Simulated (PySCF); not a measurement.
# Si4H8O4

The system: Si4H8O4, a molecule; neutral, singlet. The structure, one conformer, was relaxed in the gas phase by PBE0-D3(BJ)/def2-SVP. No frequency run checks that it is a minimum.

SMILES: [SiH3]O[SiH]1O[SiH2]O[SiH2]O1

```xyz
16

O    -0.704   -1.478    0.162
Si   -1.786   -0.847    1.256
O    -2.111    0.716    0.790
Si   -1.528    1.652   -0.455
O    -0.467    0.714   -1.326
Si    0.098   -0.833   -1.137
O     1.708   -0.806   -0.845
Si    2.884   -0.126    0.115
H    -1.174   -0.843    2.610
H    -3.040   -1.643    1.225
H    -0.804    2.824    0.103
H    -2.652    2.071   -1.331
H    -0.146   -1.632   -2.348
H     2.464   -0.175    1.549
H     3.106    1.296   -0.278
H     4.141   -0.902   -0.068
```
(Å; atoms numbered from 1)

Shieldings: GIAO PBE0/pcSseg-1. Shifts are against computed references at the same level: H TMS (σ 31.27 ppm), Si TMS (σ 352.0 ppm). Core levels by delta-SCF with SCAN, pcX-2 on the ionised atom and pcseg-1 elsewhere, spin-free X2C (2p3/2 is the spin-free 2p value less a third of a first-order spin-orbit splitting); from the vacuum level, for chosen atoms.

(1) Give the shieldings and core levels atom by atom.

(2) By CAM-B3LYP/def2-SVPD (TDDFT singlets, Tamm-Dancoff triplets, ionisation by delta-SCF), where does absorption start, and what does vertical ionisation take?

## Answers

(1) 
```csv
atoms,bonded to,σ (ppm),δ (ppm),core level (eV)
O1,2 Si,231.0,-,1s 538.11
Si2,2 O + 2 H,384.0,-32.0,2p3/2 108.25
O3,2 Si,251.7,-,-
Si4,2 O + 2 H,384.4,-32.4,-
O5,2 Si,230.6,-,1s 538.12
Si6,3 O + 1 H,423.1,-71.1,2p3/2 108.47
O7,2 Si,274.9,-,1s 538.10
Si8,1 O + 3 H,391.8,-39.8,-
H9,1 Si,26.03,5.24,-
H10,1 Si,26.08,5.19,-
H11,1 Si,26.04,5.23,-
H12,1 Si,26.08,5.19,-
H13,1 Si,26.78,4.49,-
H14 H15 H16,1 Si,26.15,5.12,-
```

Values are those of this one static structure, with the three H of a rotating XH3 group averaged; atoms that internal rotation interchanges would show their mean in an NMR spectrum.

(2) The lowest singlet lies at 7.62 eV (f 0.011), the strongest of the first 6 at 7.80 eV (f 0.014), the lowest triplet at 7.26 eV; vertical ionisation takes 10.81 eV.
